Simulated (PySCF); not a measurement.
**Nuclear quadrupole coupling in `O=C(CB(F)F)O[SiH3]`**

C2H5BF2O2Si.
SMILES with atom numbers: `[O:1]=[C:2]([CH2:3][B:4]([F:5])[F:6])[O:7][SiH3:8]` (hydrogens: H9, H10 on C3; H11, H12, H13 on Si8)

Geometry (PBE0-D3(BJ)/def2-SVP, Å), atoms numbered from 1 in this order:
```
atom  x, y, z in Å
O1     0.1061    0.6692    1.6583
C2     0.0318   -0.1037    0.7358
C3     1.0403   -1.1673    0.4291
B4     2.0472   -0.7039   -0.6817
F5     1.7132    0.1928   -1.5860
F6     3.2597   -1.2127   -0.7561
O7    -0.9638   -0.0520   -0.1522
Si8   -2.0966    1.2301    0.0476
H9     0.5285   -2.0589    0.0282
H10    1.5837   -1.4484    1.3405
H11   -2.8277    1.0751    1.3319
H12   -3.0172    1.0317   -1.1022
H13   -1.4044    2.5409   -0.0511
```

Field gradients from the PBE0/pcSseg-1 density (PySCF, non-relativistic), principal values in atomic units, ordered |Vxx| ≤ |Vyy| ≤ |Vzz|:

| atom | Vxx | Vyy | Vzz |
| --- | --- | --- | --- |
| O1 | 0.6484 | 0.9158 | -1.5642 |
| B4 | -0.0856 | -0.2884 | 0.3740 |
| O7 | -0.6464 | -0.7097 | 1.3561 |

Task: Find the asymmetry η = (Vxx − Vyy)/Vzz and the couplings χ = eQV/h (234.96 MHz × Q in barn × V in au), with Q(17O) = −0.0256 b, Q(11B) = 0.04059 b.

Result: 
| atom | environment | nucleus | η | χzz (MHz) | χxx (MHz) | χyy (MHz) |
| --- | --- | --- | --- | --- | --- | --- |
| O1 | carbonyl oxygen | 17O | 0.17 | 9.41 | -3.90 | -5.51 |
| B4 | three-coordinate boron | 11B | 0.54 | 3.567 | -0.816 | -2.751 |
| O7 | oxygen singly bound to a carbonyl carbon | 17O | 0.05 | -8.16 | 3.89 | 4.27 |

The tensor is traceless: Vxx + Vyy + Vzz = 0.

Task: What is Vzz at O1 in SI units (1 au = 9.71736 × 10²¹ V/m²)?

Result: -1.5642 au = -15.200 × 10²¹ V/m².

Were the hydrogens deuterons (Q(2H) = 0.00286 b), χzz would run from 95 kHz (H12, H11 and H13) to 196 kHz (H10).

The structure is a single PBE0-D3(BJ)/def2-SVP conformer in the gas phase; no vibrational or solvent corrections. With so small a basis the couplings can be 20 % off.
